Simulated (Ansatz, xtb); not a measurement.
# Relative energy of two isomers of C3H7BOS

We compare X, `C=COBSC`, a singlet, with Y, `C[C@@H]1COBS1`, a singlet. Both are isolated molecules in the gas phase, relaxed with r2SCAN-D4/def2-SVP, each in the lowest conformer that the search found.

**Question.** Which of the two would you expect CCSD(T)/def2-SVP + ΔMP2/def2-TZVPP electronic energies to favour?

**Answer.** Structure Y; the calculation gives E(Y) − E(X) = −0.977 eV.

The same difference at several levels:

```tsv
level	geometry	E(Y) − E(X) (eV)	departure from the last row (eV)	job, with rough time for the two
GFN2-xTB	GFN2-xTB	−1.224	−0.247	optimisation, 0.75 s
HF/STO-3G	GFN2-xTB	−2.101	−1.125	single point, 0.86 s
r2SCAN-D4/def2-SVP//GFN2-xTB	GFN2-xTB	−0.998	−0.021	single point, 5.2 s
r2SCAN-D4/def2-SVP	r2SCAN-D4/def2-SVP	−1.035	−0.058	optimisation, 63 s
HF/def2-SVP	r2SCAN-D4/def2-SVP	−0.846	+0.131	part of the CCSD(T) run
MP2/def2-SVP	r2SCAN-D4/def2-SVP	−1.160	−0.183	part of the CCSD(T) run
CCSD(T)/def2-SVP	r2SCAN-D4/def2-SVP	−1.052	−0.075	single point
CCSD(T)/def2-SVP + ΔMP2/def2-TZVPP	r2SCAN-D4/def2-SVP	−0.977		single point, 71 s
```

As drawn, Y has 2 C–C in place of 1 C=C. Structure X has no ring, Y a 5-membered ring.

The levels shown agree on the order. The largest departure from CCSD(T)/def2-SVP + ΔMP2/def2-TZVPP is that of HF/STO-3G, 1.125 eV. The last row adds to CCSD(T) the change of the MP2 difference between the two basis sets, here +0.075 eV.

With thermal terms from frequencies at re-optimised GFN2-xTB minima (ideal gas, soft modes damped towards free rotors, one conformer each, 298.15 K, 1 atm): the zero-point term adds +0.120 eV; ΔH is −0.906 and ΔG −0.780 eV.

The correlated steps freeze 10 core orbitals. Mirror images aren't counted in ΔG. Programs: Ansatz 0.2.0, xtb 6.7.1; the last row on 2 threads of Intel(R) Xeon(R) Processor @ 2.70GHz on a shared host.
